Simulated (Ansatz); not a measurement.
Input file for Ansatz (an electronic-structure program): U-CCSD(T)/cc-pVDZ on C2H5Ga (SMILES C=[CH][GaH2]), a point of a bond scan (R = 1.196 Å). The run froze 16 orbitals, filled d shells among them.

Ansatz 0.2 input:
```yaml
crystal:
  periodic: [false, false, false]
  atoms:
    - {symbol: Ga, position_ang: [-0.08715066, 0.10104622, 0.73305918]}
    - {symbol: H, position_ang: [-0.76539925, 1.51896569, 0.78932898]}
    - {symbol: H, position_ang: [0.22794711, -0.70697670, 2.04227001]}
    - {symbol: C, position_ang: [0.34544064, -0.60894069, -1.04139596]}
    - {symbol: C, position_ang: [0.07372601, 0.08545312, -2.14907111]}
    - {symbol: H, position_ang: [0.81534456, -1.58265613, -1.15772427]}
    - {symbol: H, position_ang: [0.32631986, -0.32249519, -3.24439754]}
    - {symbol: H, position_ang: [-0.39457853, 1.06456870, -2.11108447]}
basis:
  gaussian:
    orbitals: cc-pVDZ
correlation: {method: ccsd_t, electrons: outside_noble_gas}
scf: {omitted_lower_state_checks: [cluster_reference]}
magnetization: {spin_polarized: true, initial_magnetization: 0}
```

It printed:

```
WARN ansatz: RAYON_NUM_THREADS=1 ignored (pool sized by the plan → 1); use --threads N
Functional definition: HF
these checks for a lower state are left out or cut short: cluster_reference
integrals: 0.11 GiB planned
800 factors; integrals over basis functions are off by at most 1.4e-3 eV
mean field: 0.35 GiB planned
mean field evaluation 1: about -54470.3404 eV, gradient 1.6e1 eV
mean field evaluation 2: about -54470.4202 eV, gradient 1.6e1 eV
mean field evaluation 4: about -54472.1267 eV, gradient 1.8e0 eV
mean field evaluation 8: about -54472.1511 eV, gradient 5.8e-4 eV
mean field evaluation 16: about -54472.1406 eV, gradient 2.3e-1 eV
mean field evaluation 32: about -54472.1511 eV, gradient 7.4e-6 eV
mean field -54472.15113486 eV, -2001.8146316559 hartree, gradient 7.4e-6 eV, S^2 0.000000; 2 other end points of the search recorded, 0 dependent functions left out
16 core orbitals not correlated
reference -54472.15113486 eV, -2001.8146316559 hartree; 8, 8 occupied and 56, 56 virtual orbitals, 800 factors
second order -9.13917038 eV of doubles, -0.00000000 eV of singles
coupled cluster: 0.26 GiB planned
cycle   1  -9.84017997 eV  change   -7.0e-1 eV  update   7.7e-2
cycle   2  -10.20195332 eV  change   -3.6e-1 eV  update   2.6e-2
cycle   3  -10.25550760 eV  change   -5.4e-2 eV  update   9.3e-3
cycle   4  -10.25666331 eV  change   -1.2e-3 eV  update   3.0e-3
cycle   5  -10.25672969 eV  change   -6.6e-5 eV  update   8.5e-4
cycle   6  -10.25670564 eV  change    2.4e-5 eV  update   3.4e-4
cycle   7  -10.25676515 eV  change   -6.0e-5 eV  update   9.8e-5
cycle   8  -10.25679064 eV  change   -2.5e-5 eV  update   4.1e-5
cycle   9  -10.25678830 eV  change    2.3e-6 eV  update   1.1e-5
perturbative correction -0.34339541 eV, -0.0126195485 hartree
Total energy: -54482.75131857 eV, -2002.2041812221 hartree
Checks for a lower state left out: cluster_reference
```

Self-consistency was reached.

Cost: roughly 6 core-seconds.
